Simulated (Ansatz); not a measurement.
Ideal-gas functions of `C=C(F)I` at 400 K and 1 bar, from an Ansatz frequency run at PBE0-D4/def2-TZVP.

Molar mass 171.94 g/mol, point group Cs (symmetry number 1), electronic degeneracy 1, moments of inertia 46.833, 221.097, 267.931 u Å². Harmonic wavenumbers (cm⁻¹, unscaled): 286, 329, 464, 591, 730, 874, 966, 1182, 1397, 1713, 3185, 3297.

Use S(trans) = R[1.5 ln M + 2.5 ln T − 1.1517]; rotational temperatures θ = 24.2544 K / I; S(rot) = R[ln(√π/σ · √(T³/θAθBθC)) + 1.5]; for each mode x = 1.438777 ν̃/T, S = R[x/(eˣ − 1) − ln(1 − e⁻ˣ)] and H = RT x/(eˣ − 1); 1 cm⁻¹ = 0.0119627 kJ/mol; R = 8.31446 J/(mol·K).

By hand: the entropy, in J/(mol·K).

Translation 179.2. Rotation: θ = 0.5179, 0.1097, 0.0905 K, giving 113.9. Vibration, mode by mode: 8.44, 7.38, 4.96, 3.45, 2.33, 1.54, 1.18, 0.63, 0.33, 0.13, 0.00, 0.00, in all 30.4. Electronic 0.0. Sum 323.5 J/(mol·K).

By hand: H − E and G − E in kJ/mol, counted from the electronic energy.

Zero-point energy ½ × 15014 × 0.0119627 = 89.8; thermal vibration 7.8; translation, rotation and pV give 4 RT = 13.3. H − E = 110.9 kJ/mol, and G − E = 110.9 − 400 × 323.5/1000 = -18.5 kJ/mol.

Vibration gives 9 % of the entropy.
